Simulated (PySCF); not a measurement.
Ga(Cl)(SH)2 (ClGaH2S2), SMILES [SH][Ga]([SH])[Cl].

Geometry: PBE0-D3(BJ)/def2-SVP. One conformer was computed; it need not be the lowest.

Two levels are set side by side: TDA-PBE/def2-SVPD (PySCF) and TDA-PBE0/def2-SVPD (PySCF). Vertical, same geometry. The lowest singlet is HOMO→LUMO 100 % with PBE and HOMO→LUMO 97 % with the other functional; states are paired by order. Differences are taken from unrounded values.

| quantity | TDA-PBE0 | TDA-PBE | TDA-PBE minus TDA-PBE0 |
|---|---|---|---|
| lowest singlet excitation (eV) | 5.12 | 4.53 | -0.60 |
| lowest triplet excitation (TDA) (eV) | 4.78 | 4.24 | -0.54 |
| first bright state (f over 0.05) (eV) | 6.54 | 5.72 | -0.82 |
| its oscillator strength | 0.19 | 0.10 | -0.09 |

A lower first singlet is the usual sign of a functional without exact exchange. Differences between two approximate levels are no errors against the true value.

Rough cost on one machine, each run with all the roots and properties that it gave: TDA-PBE0 against TDA-PBE about 3 times.
